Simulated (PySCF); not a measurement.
## I²⁺: ionisation energy

I²⁺ [Kr] 4d10 5s2 5p3 (4S) → I³⁺ [Kr] 4d10 5s2 5p2 (3P), as a difference of total energies. Calculation: PySCF 2.14, in Sapporo-DKH3-DZP-2012; the spin-free X2C one-electron Hamiltonian (Gaussian nucleus). Correlated levels: valence: [Kr] 4d10 frozen; valence and next inner shell: [Ar] 3d10 frozen. The calculations carry no spin-orbit coupling.

| method | ionisation energy (eV) |
| --- | --- |
| UHF | 29.937 |
| LDA | 30.581 |
| PBE | 30.365 |
| PBE0 | 30.485 |
| r2SCAN | 30.641 |
| wB97X-V | 30.224 |
| LC-wPBE | 30.539 |
| r2SCANh | 30.659 |
| TPSS | 30.402 |
| ROHF | 29.998 |
| MP2 (valence) | 30.253 |
| SCS-MP2 (valence) | 30.148 |
| MP2 (valence and next inner shell) | 30.372 |
| SCS-MP2 (valence and next inner shell) | 30.225 |

How much does correlation contribute at MP2 (valence and next inner shell)?

30.372 − (29.937) = 0.435 eV, measured against UHF.

A first-order spin-orbit estimate (lowest level to lowest level, LS coupling) adds -0.831 eV.

Errors of the correlated levels include the incompleteness of this basis and the frozen core.

For comparison: 29.57 ± 0.025 eV (measured; NIST Atomic Spectra Database, ionization energies).
